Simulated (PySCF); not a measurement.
**Working out the ionisation energy of Zn**

Zn [Ar] 3d10 4s2 (1S) → Zn+ [Ar] 3d10 4s1 (2S). All numbers are calculated (PySCF 2.14, a scalar-relativistic core potential, in aug-cc-pVDZ-PP with ECP10MDF). Frozen: 3s2 3p6. Energies in hartree (1 hartree = 27.21139 eV):

```csv
part,Zn (lower),Zn+ (upper)
UHF,-225.952569,-225.663229
MP2 opposite-spin,-0.301853,-0.264730
MP2 same-spin,-0.166911,-0.156396
```

Question: What does Hartree-Fock give?

Answer: (-225.663229) − (-225.952569) = 0.289340 hartree = 7.873 eV.

Question: What do MP2 and SCS-MP2 (6/5 opposite-spin, 1/3 same-spin) give?

Answer: The opposite-spin parts differ by 1.010 eV and the same-spin parts by 0.286 eV. MP2: 7.873 + (1.010) + (0.286) = 9.169 eV. SCS-MP2: 7.873 + 1.2 × (1.010) + (0.286)/3 = 9.180 eV.

Measured between the centres of the two terms (NIST): 9.394 eV, so MP2 (valence) is off by -0.225 eV.

A double-zeta basis recovers only part of the correlation energy.

What remains against the reference includes basis incompleteness, the frozen core and correlation beyond second order.
